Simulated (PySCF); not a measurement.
Compound: Ta(NH)(SMe)3, C₃H₁₀NS₃Ta (singlet state).
Bonds: Ta1–N2, Ta1–S4, Ta1–S9, Ta1–S14, S4–C5, S9–C10, S14–C15. Hydrogens: H3 on N2; H6, H7, H8 on C5; H11, H12, H13 on C10; H16, H17, H18 on C15.

Method: PBE0-D3(BJ)/def2-SVP geometry optimisation, gas phase, def2 core potentials past Kr (PySCF); density fitting, grid level 1; the optimiser is geomeTRIC in internal coordinates, started from a GFN2-xTB structure with every atom displaced at random (about 0.03 Å).

Step 5: E = -38795.4609 eV
```
atom  x, y, z in Å  |  force x, y, z in eV/Å
Ta1    -0.0234   -0.0127   -0.8054    0.042  -0.045  -0.017
N2      0.0425   -0.0191    0.9467   -0.006   0.009   0.065
H3      0.0830   -0.0265    1.9592   -0.006   0.007   0.008
S4      1.9561   -1.0997   -1.5556    0.033   0.000  -0.021
C5      2.8544   -1.7553   -0.1083   -0.037   0.029  -0.056
H6      3.1579   -0.9339    0.5520    0.013  -0.004   0.012
H7      3.7461   -2.2721   -0.4862    0.015  -0.002   0.008
H8      2.2278   -2.4660    0.4424   -0.011  -0.023   0.022
S9     -0.0854    2.2646   -1.4828   -0.027   0.046  -0.020
C10     0.0834    3.3263   -0.0093   -0.014  -0.012  -0.009
H11    -0.7524    3.1580    0.6810   -0.004   0.007  -0.006
H12     0.0682    4.3688   -0.3534   -0.004   0.008   0.000
H13     1.0319    3.1275    0.5027    0.035  -0.002   0.010
S14    -1.9959   -1.1950   -1.4208   -0.009  -0.039  -0.009
C15    -2.9592   -1.5518    0.0846   -0.010   0.000  -0.002
H16    -2.3509   -2.1048    0.8101    0.015   0.012   0.014
H17    -3.8152   -2.1707   -0.2141   -0.024   0.006  -0.007
H18    -3.3252   -0.6207    0.5347   -0.003   0.003   0.010
```

Step 6: E = -38795.4655 eV
```
atom  x, y, z in Å  |  force x, y, z in eV/Å
Ta1    -0.0151   -0.0442   -0.8384    0.049  -0.033  -0.039
N2      0.0675   -0.0445    0.9105   -0.020   0.045   0.158
H3      0.1075   -0.0319    1.9233   -0.005  -0.014  -0.005
S4      2.0069   -1.0649   -1.5696    0.013   0.021  -0.018
C5      2.8722   -1.7362   -0.1086   -0.020   0.033  -0.064
H6      3.1220   -0.9270    0.5880   -0.001   0.006   0.008
H7      3.7966   -2.2083   -0.4661    0.005  -0.017   0.001
H8      2.2503   -2.4843    0.3960   -0.011  -0.032   0.012
S9     -0.1608    2.2465   -1.4818   -0.040  -0.027  -0.008
C10     0.0715    3.2704    0.0104   -0.059   0.022  -0.057
H11    -0.7177    3.0632    0.7433   -0.006  -0.007   0.003
H12     0.0105    4.3218   -0.3007   -0.001   0.002  -0.006
H13     1.0526    3.0832    0.4578    0.081  -0.016   0.034
S14    -1.9486   -1.3176   -1.4058    0.029   0.004  -0.023
C15    -2.9790   -1.4955    0.0867   -0.026   0.042  -0.001
H16    -2.4038   -1.9548    0.8993    0.007  -0.018   0.006
H17    -3.8279   -2.1400   -0.1765    0.000  -0.022   0.003
H18    -3.3609   -0.5188    0.4100    0.004   0.011  -0.004
```

Step 7: E = -38795.4724 eV
```
atom  x, y, z in Å  |  force x, y, z in eV/Å
Ta1    -0.0032   -0.0670   -0.8304    0.030   0.015  -0.048
N2      0.0866   -0.0524    0.9180   -0.010   0.065   0.187
H3      0.1211   -0.0223    1.9309   -0.003  -0.032  -0.014
S4      2.0518   -1.0150   -1.5698   -0.018   0.037   0.000
C5      2.8920   -1.7387   -0.1201    0.005   0.005  -0.034
H6      3.0987   -0.9626    0.6266   -0.014   0.016   0.005
H7      3.8413   -2.1653   -0.4701   -0.007  -0.023  -0.012
H8      2.2785   -2.5300    0.3270   -0.004  -0.022  -0.006
S9     -0.2440    2.2231   -1.4654   -0.041  -0.097   0.004
C10     0.0586    3.2413    0.0180   -0.065   0.044  -0.068
H11    -0.6749    3.0070    0.7986   -0.001  -0.019   0.012
H12    -0.0526    4.2932   -0.2784    0.004  -0.006  -0.008
H13     1.0726    3.0799    0.3966    0.082  -0.020   0.035
S14    -1.8922   -1.4181   -1.3694    0.034   0.025  -0.051
C15    -2.9976   -1.4546    0.0795   -0.022   0.068  -0.005
H16    -2.4622   -1.8251    0.9621   -0.005  -0.041   0.000
H17    -3.8343   -2.1231   -0.1633    0.023  -0.037   0.019
H18    -3.3966   -0.4535    0.2871    0.012   0.019  -0.015
```

**Question.** Estimate the geometry and energy of step 8. (The exact step hangs on the optimiser's Hessian estimate; all steps are aligned on step 7, rigid shifts and turns removed.)

**Answer.** E = -38795.4650 eV, largest force 0.353 eV/Å
```
atom  x, y, z in Å  |  force x, y, z in eV/Å
Ta1     0.0296   -0.1113   -0.6917   -0.114   0.149   0.016
N2      0.1416   -0.0339    1.0579    0.055   0.158   0.159
H3      0.1568    0.0469    2.0691    0.010  -0.085  -0.033
S4      2.1562   -0.8098   -1.5045   -0.108  -0.027   0.033
C5      2.9430   -1.7849   -0.1816    0.094  -0.077   0.093
H6      3.0353   -1.1919    0.7365   -0.044   0.052   0.007
H7      3.9493   -2.0655   -0.5236   -0.038   0.001  -0.050
H8      2.3691   -2.6981    0.0300    0.008   0.056  -0.047
S9     -0.5494    2.1232   -1.3356    0.046  -0.350  -0.011
C10     0.0275    3.2102    0.0094   -0.069   0.107  -0.064
H11    -0.4586    2.9386    0.9534    0.025  -0.034   0.044
H12    -0.2527    4.2388   -0.2582    0.016  -0.014  -0.011
H13     1.1175    3.1525    0.1113    0.027  -0.017   0.029
S14    -1.6883   -1.6985   -1.1535   -0.029   0.081  -0.226
C15    -3.0471   -1.3719    0.0201    0.054   0.107   0.021
H16    -2.6825   -1.4406    1.0538   -0.054  -0.095  -0.001
H17    -3.8336   -2.1151   -0.1723    0.076  -0.039   0.085
H18    -3.4701   -0.3718   -0.1429    0.044   0.026  -0.043
```

The energy changes by +0.0074 eV. The first-order estimate −F·Δx gives -0.0307 eV and the mean of the old and new forces, exact on a quadratic surface, +0.0171 eV. The step makes an angle of 85° with the force vector and moves no atom by more than 0.453 Å. The energy falls at the start of this step and ends higher, so the step passed the lowest point of its straight line.

The cost below is that of the whole optimisation. The run took 19 min wall, 14 min CPU on one thread, AMD EPYC (x86_64), on a shared host, and the process peaked at 1.1 GiB of memory.
